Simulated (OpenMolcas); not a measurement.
# W2+: terms and fine structure

| Quantity | Value |
| --- | --- |
| Program | OpenMolcas |
| Method | RASSCF |
| Basis | ANO-RCC-VTZP [8s7p5d3f2g1h] |
| Scalar Hamiltonian | DKH2, point nucleus |
| Active space | 4 electrons in 9 orbitals (RAS2 5d 6s; RAS3 6p, at most 2 electrons) |
| State averaging | 2S+1 = 5 even, 15 roots; 2S+1 = 3 even, 90 roots kept (CI in the orbitals of an earlier block); 2S+1 = 1 even, 89 roots kept (CI in the orbitals of an earlier block); 2S+1 = 5 odd, 60 roots (21 in the spin-orbit step); 2S+1 = 3 odd, 78 roots kept (CI in the orbitals of an earlier block, 5 in the spin-orbit step); 2S+1 = 1 odd, 84 roots kept (CI in the orbitals of an earlier block, 0 in the spin-orbit step) |
| Spin-orbit coupling | RASSI with atomic mean-field integrals over the reference wave functions, term energies averaged over their components |

Spin-free terms above the lowest, with the occupations of the reference:

```json
{"Configuration": "5d4", "Term": "5D", "E (cm-1)": "0.0", "Occupations": "5d 4.00"}
{"Configuration": "5d4", "Term": "3P", "E (cm-1)": "10221", "Occupations": "5d 3.76 6s 0.24"}
{"Configuration": "5d3 6s", "Term": "5F", "E (cm-1)": "10916", "Occupations": "5d 3.00 6s 1.00"}
{"Configuration": "5d4", "Term": "3F", "E (cm-1)": "12977", "Occupations": "5d 3.79 6s 0.20"}
{"Configuration": "5d4", "Term": "3H", "E (cm-1)": "14423", "Occupations": "5d 3.96 6s 0.04"}
{"Configuration": "5d4", "Term": "3G", "E (cm-1)": "16390", "Occupations": "5d 3.83 6s 0.17"}
{"Configuration": "5d4", "Term": "1D", "E (cm-1)": "19140", "Occupations": "5d 3.63 6s 0.37"}
{"Configuration": "5d4", "Term": "3D", "E (cm-1)": "20401", "Occupations": "5d 3.79 6s 0.21"}
{"Configuration": "5d3 6s", "Term": "5P", "E (cm-1)": "21764", "Occupations": "5d 3.00 6s 1.00"}
{"Configuration": "5d4", "Term": "1G(1)", "E (cm-1)": "22229", "Occupations": "5d 3.90 6s 0.09 6p 0.01"}
{"Configuration": "5d4", "Term": "1I", "E (cm-1)": "22523", "Occupations": "5d 4.00"}
{"Configuration": "5d3 6s", "Term": "3P(1)", "E (cm-1)": "25691", "Occupations": "5d 3.16 6s 0.84 6p 0.01"}
{"Configuration": "5d4", "Term": "1S", "E (cm-1)": "26178", "Occupations": "5d 3.98 6s 0.01 6p 0.01"}
{"Configuration": "5d3 6s", "Term": "3F(1)", "E (cm-1)": "26933", "Occupations": "5d 3.15 6s 0.83 6p 0.02"}
{"Configuration": "5d4", "Term": "1F", "E (cm-1)": "27840", "Occupations": "5d 3.80 6s 0.20"}
{"Configuration": "5d3 6s", "Term": "3G", "E (cm-1)": "28541", "Occupations": "5d 3.17 6s 0.82 6p 0.01"}
{"Configuration": "5d3 6s", "Term": "1G", "E (cm-1)": "28901", "Occupations": "5d 3.22 6s 0.77 6p 0.01"}
```

With spin-orbit coupling, above the lowest level:

```json
{"Configuration": "5d4", "Term": "5D", "J": "0", "E (cm-1)": "0.0", "Measured (cm-1)": "0.0", "g": "", "Term weight %": "73", "Second": "24 3P"}
{"Configuration": "5d4", "Term": "5D", "J": "1", "E (cm-1)": "2115", "Measured (cm-1)": "2256", "g": "1.500", "Term weight %": "87", "Second": "12 3P"}
{"Configuration": "5d4", "Term": "5D", "J": "2", "E (cm-1)": "4383", "Measured (cm-1)": "4461", "g": "1.489", "Term weight %": "95", "Second": "3 3P"}
{"Configuration": "5d4", "Term": "5D", "J": "3", "E (cm-1)": "6370", "Measured (cm-1)": "6278", "g": "1.479", "Term weight %": "94", "Second": "4 3F"}
{"Configuration": "5d4", "Term": "5D", "J": "4", "E (cm-1)": "8038", "Measured (cm-1)": "7687", "g": "1.461", "Term weight %": "86", "Second": "12 3F"}
{"Configuration": "5d3 6s", "Term": "5F", "J": "1", "E (cm-1)": "11790", "Measured (cm-1)": "10969", "g": "0.058", "Term weight %": "92", "Second": "3 3D"}
{"Configuration": "5d4", "Term": "3P", "J": "0", "E (cm-1)": "11821", "Measured (cm-1)": "9904", "g": "", "Term weight %": "68", "Second": "26 5D"}
{"Configuration": "5d3 6s", "Term": "5F", "J": "2", "E (cm-1)": "13308", "Measured (cm-1)": "12427", "g": "1.006", "Term weight %": "92", "Second": "3 3D"}
{"Configuration": "5d4", "Term": "3P", "J": "1", "E (cm-1)": "15143", "Measured (cm-1)": "12881", "g": "1.436", "Term weight %": "82", "Second": "11 5D"}
{"Configuration": "5d3 6s", "Term": "5F", "J": "3", "E (cm-1)": "15650", "Measured (cm-1)": "", "g": "1.246", "Term weight %": "96", "Second": ""}
{"Configuration": "5d4", "Term": "3H", "J": "4", "E (cm-1)": "16709", "Measured (cm-1)": "", "g": "0.977", "Term weight %": "50", "Second": "19 3G"}
{"Configuration": "5d4", "Term": "3F", "J": "2", "E (cm-1)": "16859", "Measured (cm-1)": "", "g": "0.763", "Term weight %": "76", "Second": "17 1D"}
{"Configuration": "5d4", "Term": "3F", "J": "3", "E (cm-1)": "18021", "Measured (cm-1)": "", "g": "0.962", "Term weight %": "54", "Second": "41 3G"}
{"Configuration": "5d3 6s", "Term": "5F", "J": "4", "E (cm-1)": "18280", "Measured (cm-1)": "", "g": "1.318", "Term weight %": "91", "Second": "4 5d4 3H"}
{"Configuration": "5d4", "Term": "3P", "J": "2", "E (cm-1)": "19543", "Measured (cm-1)": "", "g": "1.431", "Term weight %": "75", "Second": "12 3D"}
{"Configuration": "5d4", "Term": "3H", "J": "5", "E (cm-1)": "19896", "Measured (cm-1)": "", "g": "1.141", "Term weight %": "57", "Second": "25 3G"}
{"Configuration": "5d3 6s", "Term": "5F", "J": "5", "E (cm-1)": "20888", "Measured (cm-1)": "", "g": "1.292", "Term weight %": "67", "Second": "26 5d4 3H"}
{"Configuration": "5d4", "Term": "3F", "J": "4", "E (cm-1)": "21320", "Measured (cm-1)": "", "g": "1.079", "Term weight %": "43", "Second": "35 3H"}
{"Configuration": "5d4", "Term": "3H", "J": "6", "E (cm-1)": "21869", "Measured (cm-1)": "", "g": "1.145", "Term weight %": "87", "Second": "13 1I"}
{"Configuration": "5d4", "Term": "3G", "J": "3", "E (cm-1)": "23418", "Measured (cm-1)": "", "g": "0.925", "Term weight %": "49", "Second": "41 3F"}
{"Configuration": "5d4", "Term": "3G", "J": "4", "E (cm-1)": "24257", "Measured (cm-1)": "", "g": "1.091", "Term weight %": "57", "Second": "19 1G(1)"}
{"Configuration": "5d4", "Term": "1D", "J": "2", "E (cm-1)": "25015", "Measured (cm-1)": "", "g": "1.251", "Term weight %": "28", "Second": "21 5d3 6s 3P(1)"}
{"Configuration": "5d3 6s", "Term": "5P", "J": "1", "E (cm-1)": "25875", "Measured (cm-1)": "", "g": "2.324", "Term weight %": "83", "Second": "14 3P(1)"}
{"Configuration": "5d3 6s", "Term": "5P", "J": "2", "E (cm-1)": "26345", "Measured (cm-1)": "", "g": "1.432", "Term weight %": "38", "Second": "17 5d4 3D"}
{"Configuration": "5d4", "Term": "3D", "J": "3", "E (cm-1)": "26686", "Measured (cm-1)": "", "g": "1.273", "Term weight %": "78", "Second": "5 3G"}
{"Configuration": "5d4", "Term": "3G", "J": "5", "E (cm-1)": "26710", "Measured (cm-1)": "", "g": "1.189", "Term weight %": "71", "Second": "16 3H"}
{"Configuration": "5d3 6s", "Term": "3F(1)", "J": "2", "E (cm-1)": "28426", "Measured (cm-1)": "", "g": "0.999", "Term weight %": "45", "Second": "14 5d4 1D"}
{"Configuration": "5d4", "Term": "3D", "J": "1", "E (cm-1)": "28518", "Measured (cm-1)": "", "g": "0.544", "Term weight %": "90", "Second": "3 3P"}
{"Configuration": "5d3 6s", "Term": "5P", "J": "3", "E (cm-1)": "30151", "Measured (cm-1)": "", "g": "1.652", "Term weight %": "96", "Second": "2 3D"}
{"Configuration": "5d4", "Term": "1G(1)", "J": "4", "E (cm-1)": "30757", "Measured (cm-1)": "", "g": "1.045", "Term weight %": "48", "Second": "17 5d3 6s 1G"}
{"Configuration": "5d4", "Term": "1I", "J": "6", "E (cm-1)": "31035", "Measured (cm-1)": "", "g": "1.022", "Term weight %": "87", "Second": "13 3H"}
{"Configuration": "5d3 6s", "Term": "3G", "J": "3", "E (cm-1)": "32016", "Measured (cm-1)": "", "g": "0.927", "Term weight %": "50", "Second": "42 3F(1)"}
{"Configuration": "5d3 6s", "Term": "3F(1)", "J": "2", "E (cm-1)": "32072", "Measured (cm-1)": "", "g": "0.966", "Term weight %": "45", "Second": "30 5d4 3D"}
{"Configuration": "5d4", "Term": "1S", "J": "0", "E (cm-1)": "32559", "Measured (cm-1)": "", "g": "", "Term weight %": "49", "Second": "27 5d3 6s 3P(2)"}
{"Configuration": "5d3 6s", "Term": "3G", "J": "4", "E (cm-1)": "32890", "Measured (cm-1)": "", "g": "0.982", "Term weight %": "41", "Second": "35 3H"}
{"Configuration": "5d3 6s", "Term": "3P(1)", "J": "1", "E (cm-1)": "33978", "Measured (cm-1)": "", "g": "1.594", "Term weight %": "77", "Second": "16 5P"}
{"Configuration": "5d3 6s", "Term": "3P(1)", "J": "0", "E (cm-1)": "34238", "Measured (cm-1)": "", "g": "", "Term weight %": "76", "Second": "23 5d4 1S"}
{"Configuration": "5d3 6s", "Term": "3P(1)", "J": "2", "E (cm-1)": "34554", "Measured (cm-1)": "", "g": "1.461", "Term weight %": "52", "Second": "21 5P"}
{"Configuration": "5d3 6s", "Term": "1G", "J": "4", "E (cm-1)": "35147", "Measured (cm-1)": "", "g": "1.017", "Term weight %": "37", "Second": "31 3G"}
{"Configuration": "5d4", "Term": "1F", "J": "3", "E (cm-1)": "35219", "Measured (cm-1)": "", "g": "0.968", "Term weight %": "40", "Second": "27 5d3 6s 3G"}
```

Against the 8 measured excited levels shown (NIST levels as listed in McCann et al., Mon. Not. R. Astron. Soc. 538, 537 (2025)) the mean absolute deviation is 820 cm-1; the largest miss in energy is 5d4 3P1: computed 15143, measured 12881 cm-1 (+17.6 %).

Spin-orbit coupling puts the lowest level 7354 cm-1 below the lowest spin-free term.

For 5D the intervals divided by the larger J are 2115.2, 1133.7, 662.6, 417.0 cm-1. Landé's interval rule makes them equal in pure LS coupling; they differ by 157 % of their mean. The multiplet is regular.

Some high roots are left out of the spin-orbit mixing, which shifts the levels that they would mix with. Without dynamic correlation excited terms often stand tens of per cent too high (terms of higher spin than the ground term too low), and those without a measured partner can miss by more than the paired ones. Terms from blocks run as CI alone lack orbitals of their own. Configurations are named by rounded mean occupations; where the s occupation lies near a half they are strongly mixed, a name can repeat and a true partner stay unpaired. A single d shell beside an s shell can misplace configurations of different d count against each other. Measured partners are found by configuration, term and J. A level has none where our copy of the source lacks it or the pairing is in doubt (some pairs that miss far off the trend of their configuration count as doubtful), and it then counts in no deviation. Levels of configurations outside the active space are missing. The first state left out of the spin-orbit step lies near 51000 cm-1 above the lowest spin-free state of the reference (among the parities and spins computed), and the list stops at four fifths of that energy or lower. The table shows the lowest 40 of 47 levels.

The term weight is that of the spin-free term in the level, not the purity of its configuration. A number in round brackets counts repeated terms of one configuration in the order of the reference energies.
